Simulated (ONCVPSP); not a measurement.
What one change does to a pseudopotential (Gd, ONCV)

```
Element                 : gadolinium (Gd)
Generator               : ONCVPSP 4.0.1
Type                    : optimised norm-conserving Vanderbilt (ONCV)
Functional              : PBE
Relativity              : scalar-relativistic
Frozen core             : [Xe] 4f7
Valence charge          : 3
Reference configuration : 5d2 6s1
Partial waves           : 6s: rc 3.00 bohr, ncon 3, nbas 7, qcut 1.8 1/bohr, 2 projectors, debl 2.5 Ha; p scattering state at 0.15 Ha: rc 3.20 bohr, ncon 4, nbas 9, qcut 2.5 1/bohr, 2 projectors, debl 1.4 Ha; 5d: rc 3.15 bohr, ncon 4, nbas 8, qcut 5.4 1/bohr, 2 projectors, debl 3.6 Ha
Local potential         : polynomial inside 1.85 bohr (lpopt 5, dvloc0 2 Ha)
Core correction         : none
```

All-electron outer shells of the reference configuration (PBE, scalar-relativistic, ld1.x):

```tsv
shell	level (eV)	outermost node (bohr)	outermost maximum (bohr)
4f	-7.28	–	0.56
6s	-3.67	1.61	3.46
5d	-1.75	0.79	2.02
```

Change: s: nproj 1.

Cutoffs: the cutoffs (Ha) at which the residual kinetic energy of the hardest occupied pseudo-wave falls to 1 and 0.1 mHa per electron; they do not see the model core or the augmentation charge, which bear on the density cutoff. Errors are all-electron minus pseudo energies relative to the spin-unpolarised reference configuration.

Question: Predict the effect on cutoff, ghosts and configuration errors.

Answer: The potential gets neither clearly harder nor softer (7.7 Ha and 9.6 Ha → 7.7 Ha and 9.6 Ha); a bound ghost appears in s, which as a rule spoils a file; the lowest positive-energy flag moves from s at 21.2 eV to p at 38.7 eV; the number of tests with a reliable result goes from 4 to 3; the errors of the 3 common tests hardly move.

| quantity | base | changed |
| --- | --- | --- |
| cutoff, loose | 7.7 Ha | 7.7 Ha |
| cutoff, tight | 9.6 Ha | 9.6 Ha |
| bound ghosts | none | s |
| GHOST(+) flags under 300 eV | s at 21.2 eV, p at 38.7 eV | p at 38.7 eV |
| tests counted as reliable (solved cleanly; for ONCVPSP, near-neutral configurations with less than one 5d electron left out) | 4 of 4 | 3 of 4 |
| error for 5d1 6s2, meV [ΔE -1.77 eV] | +44 | +44 |
| error for 5d1 6s1, meV [ΔE 4.88 eV] | +22 | +21 |
| error for 5d1 6s1 6p1, meV [ΔE 1.10 eV] | +33 | +33 |
| s: phases at 3.05 bohr within 0.05 rad from the reference energy up to (Ha; the scan ends near 5) | 0.6 | 0.7 |
| p: phases at 3.25 bohr within 0.05 rad from the reference energy up to (Ha; the scan ends near 5) | 1.4 | 1.4 |
| d: phases at 3.19 bohr within 0.05 rad from the reference energy up to (Ha; the scan ends near 5) | to the end of the scan | to the end of the scan |

Base: The cutoffs count occupied waves only; projector 2 of the p channel, the hardest unoccupied one, needs 32 Ha at the loose tolerance. Changed file: The cutoffs count occupied waves only; projector 2 of the p channel, the hardest unoccupied one, needs 32 Ha at the loose tolerance. A true bound ghost makes a file unfit for plane-wave use even where its test errors are small: the radial tests pick states by their node count and pass the ghost by.
